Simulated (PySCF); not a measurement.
**Spinor energies of Tm (thulium, neutral)**

Start: [Xe] 4f13 6s2; 4f5/2 filled at m_j = -5/2, -3/2, -1/2, +1/2, +3/2, +5/2; 4f7/2 filled at m_j = -5/2, -3/2, -1/2, +1/2, +3/2, +5/2, +7/2. Calculated with PySCF 2.14 in x2c-SVPall-2c with one added diffuse shell each of s, p, d, f type (8s11p10d4f1g, 128 functions): generalised Hartree-Fock with the X2C-1e Hamiltonian and a Gaussian nucleus; one run each with spin-orbit coupling (SO) switched off, then screened by Boettger's factors.

| spinor shell | electrons | ε, spin-free (eV) | ε, screened SO (eV) | weight of nominal j (screened SO) | rms radius, screened SO (bohr) |
| --- | --- | --- | --- | --- | --- |
| 1s1/2 | 2 | -59689.4 | -59675.2 | 1.000 | 0.0227 |
| 2s1/2 | 2 | -10200.7 | -10196.4 | 1.000 | 0.0918 |
| 2p1/2 | 2 | -9005.0 | -9700.7 | 1.000 | 0.0783 |
| 3s1/2 | 2 | -2347.8 | -2346.5 | 1.000 | 0.235 |
| 3p1/2 | 2 | -1978.8 | -2128.2 | 1.000 | 0.227 |
| 3p3/2 | 4 | -1978.8 | -1915.6 | 1.000 | 0.241 |
| 3d3/2 | 4 | -1520.1 | -1547.3 | 1.000 | 0.214 |
| 3d5/2 | 6 | -1520.1 | -1500.9 | 1.000 | 0.218 |
| 4s1/2 | 2 | -489.59 | -489.25 | 1.000 | 0.530 |
| 4p1/2 | 2 | -365.84 | -400.29 | 0.999 | 0.543 |
| 4p3/2 | 4 | -365.84 | -351.24 | 1.000 | 0.574 |
| 4d3/2 | 4 | -198.35 | -204.64 | 0.993 | 0.612 |
| 4d5/2 | 6 | -198.35 | -193.95 | 0.996 | 0.624 |
| 5s1/2 | 2 | -64.790 | -64.751 | 1.000 | 1.33 |
| 5p1/2 | 2 | -33.457 | -37.907 | 0.993 | 1.51 |
| 5p3/2 | 4 | -33.457 | -31.616 | 0.996 | 1.64 |
| 4f5/2 | 6 | -13.702 | -14.804 | 0.945 | 0.877 |
| 4f7/2 | 7 | -13.702 | -12.652 | 0.953 | 0.907 |
| 6s1/2 | 2 | -5.275 | -5.279 | 1.000 | 4.60 |

Question: Where does 2p3/2 lie, and what is the 2p spin-orbit splitting (screened SO)?

Answer: At -8714.6 eV, 986.05 eV above 2p1/2.

```csv
quantity,spin-free,screened SO
E (hartree),-13556.77047,-13568.69975
M_J,7/2,7/2
⟨J²⟩,15.763,15.763
⟨L²⟩,12.012,12.114
⟨S²⟩,0.751,0.852
```

Each row is a mean over spinors that exchange with the open shell spreads, by up to 9.454 eV (4d5/2).

Breit and QED terms are absent; they matter most for the inner s and p1/2 levels.

Densities and radii are taken from the X2C orbitals without a picture-change correction, which distorts them close to the nucleus.

Without spin-orbit coupling the j labels of p, d and f shells carry no meaning; the spin-free column gives the mean over the occupied spinors of each nl shell.
